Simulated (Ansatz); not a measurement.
Basis-set extrapolation for `Nc1cccc(O)c1` (PBE0-D4/def2-TZVP geometry, frozen core, Ansatz). Multiplicity 1, RHF reference.

```json
{"": "HF", "def2-TZVPP": "-360.738194", "def2-QZVPP": "-360.753928"}
{"": "MP2 correlation", "def2-TZVPP": "-1.389800", "def2-QZVPP": "-1.484490"}
{"": "CCSD(T) correlation", "def2-TZVPP": "-1.483631", "def2-QZVPP": "not run"}
```

Energies in hartree. Use E(X) = E(∞) + A·exp(−7.88·√X) for Hartree–Fock and E(X) = E(∞) + B·X^(−2.97) for correlation, with X = 3 and 4, and add CCSD(T) minus MP2 of the smaller set to the MP2 limit.

Question: What is the CCSD(T) energy at the basis-set limit?

Answer: HF limit: -360.753928 + (-0.015734) × 0.13774 = -360.75610. MP2 limit: -1.484490 + (-0.094690) × 0.74074 = -1.55463. Higher-order term: -1.483631 − (-1.389800) = -0.09383. Total: -362.40456 hartree, 114.7 kcal/mol below CCSD(T)/def2-TZVPP.
